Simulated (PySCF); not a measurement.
trans-1,3,3,3-tetrafluoropropene (C3H2F4), SMILES C(/F)=C\C(F)(F)F.

The structure is a stationary point at B3LYP-D3(BJ)/def2-SVP.

Computed with TDDFT-M06-2X/def2-SVPD (PySCF).

Vertical excitations. Isolated molecule, no solvent. State labels are in the subgroup Cs.

| state | symmetry | energy (eV) | λ (nm) | f | main pairs |
|---|---|---|---|---|---|
| S1 | A' | 7.68 | 161 | 0.364 | HOMO→LUMO 98 % |
| S2 | A" | 8.13 | 153 | 0.018 | HOMO→LUMO+1 67 %, HOMO→LUMO+2 21 % |
| S3 | A" | 8.46 | 147 | 0.024 | HOMO→LUMO+2 46 %, HOMO→LUMO+1 21 %, HOMO→LUMO+3 10 %, HOMO→LUMO+4 10 % |
| S4 | A" | 8.63 | 144 | 0.002 | HOMO−1→LUMO 69 %, HOMO−2→LUMO 18 % |
| S5 | A" | 9.09 | 136 | 0.000 | HOMO→LUMO+3 76 % |
| S6 | A" | 9.46 | 131 | 0.003 | HOMO−2→LUMO 74 %, HOMO−1→LUMO 20 % |
| S7 | A" | 9.72 | 128 | 0.009 | HOMO→LUMO+4 59 %, HOMO→LUMO+2 19 % |
| S8 | A' | 10.32 | 120 | 0.006 | HOMO→LUMO+5 83 %, HOMO→LUMO+8 13 % |
| S9 | A" | 10.56 | 117 | 0.001 | HOMO→LUMO+6 79 % |
| S10 | A" | 10.70 | 116 | 0.046 | HOMO→LUMO+7 61 %, HOMO→LUMO+10 11 % |
| T1 | A' | 4.74 | 262 | 0 | HOMO→LUMO 97 % |
| T2 | A" | 8.04 | 154 | 0 | HOMO→LUMO+1 50 %, HOMO→LUMO+2 29 % |
| T3 | A" | 8.32 | 149 | 0 | HOMO−1→LUMO 69 %, HOMO−2→LUMO 24 % |
| T4 | A" | 8.45 | 147 | 0 | HOMO→LUMO+2 38 %, HOMO→LUMO+1 35 %, HOMO→LUMO+4 11 %, HOMO→LUMO+3 7 % |
Triplets are in the Tamm–Dancoff approximation, which puts them higher than full response would, so one can lie above its singlet here.
